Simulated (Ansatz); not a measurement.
Program: Ansatz. Geometries: PBE0-D4/def2-TZVP. ΔE: electronic, gas phase. CBS: MP2 limit from def2 TZ/QZ plus the TZ coupled-cluster correction, frozen cores. This one scheme is used for every species. Functionals use def2-TZVPP. For Ga, Se outer-core shells are correlated without core-valence functions, which leaves a few kJ/mol of doubt a bond. Scalar relativity is left out up to krypton. Each species was taken in one conformer, which may not be the lowest.

Reaction (ligand exchange at a Ga–F bond): `[F][GaH][Cl]` + `C[SeH]` → `C[Se][GaH][Cl]` + H–F

`[F][GaH][Cl]`:

```xyz
4

F     0.311    0.766   -1.512
Ga   -0.144    0.063    0.018
Cl    1.345   -1.207    0.838
H    -1.511    0.377    0.656
```

`C[SeH]`:

Z-matrix (Å, degrees):
```
C
Se 1 1.949
H 1 1.088 2 110.6
H 1 1.087 2 110.6 3 -123.3
H 1 1.089 2 106.0 3 118.4
H 2 1.468 1 95.4 3 61.7
```

`C[Se][GaH][Cl]`:

Cartesian coordinates in Å:
```
C 0.930 -0.863 -0.681
Se -0.176 -1.158 0.910
Ga -1.223 0.886 1.035
Cl -0.667 2.310 -0.480
H 1.540 0.028 -0.556
H 1.565 -1.742 -0.770
H 0.299 -0.767 -1.560
H -2.268 1.306 2.103
```

H–F:

Cartesian coordinates in Å:
```
F -0.410 0.063 -0.198
H 0.410 -0.063 0.198
```

CCSD(T)/CBS gives -30.0 kJ/mol.

Another level gave -27.6 kJ/mol. Which?
A. CAM-B3LYP-D4/def2-TZVPP
B. LDA (SPW92)/def2-TZVPP
C. CAM-B3LYP/def2-TZVPP
D. BHLYP-D4/def2-TZVPP

B. LDA (SPW92) -27.6, BHLYP-D4 -21.9, CAM-B3LYP -3.1, CAM-B3LYP-D4 -10.7 kJ/mol.

Largest T1 diagnostic among the species: 0.013.

Leaving LDA and LC-ωPBE aside and taking each functional with its dispersion term where it has one, the values, not all of them listed here, spread over 20.5 kJ/mol, from HSE06-D4 to B97M-V. LDA lies −9.0 kJ/mol from PBE without D4. The D4 term adds −12.6 kJ/mol with B3LYP and −7.0 kJ/mol with PBE0; it sums over pairs of atoms, weighted by their polarisabilities, and B3LYP, whose exchange is more repulsive, gets the larger term.

B3LYP here is the variant with VWN-RPA as its local correlation; programs differ in this.
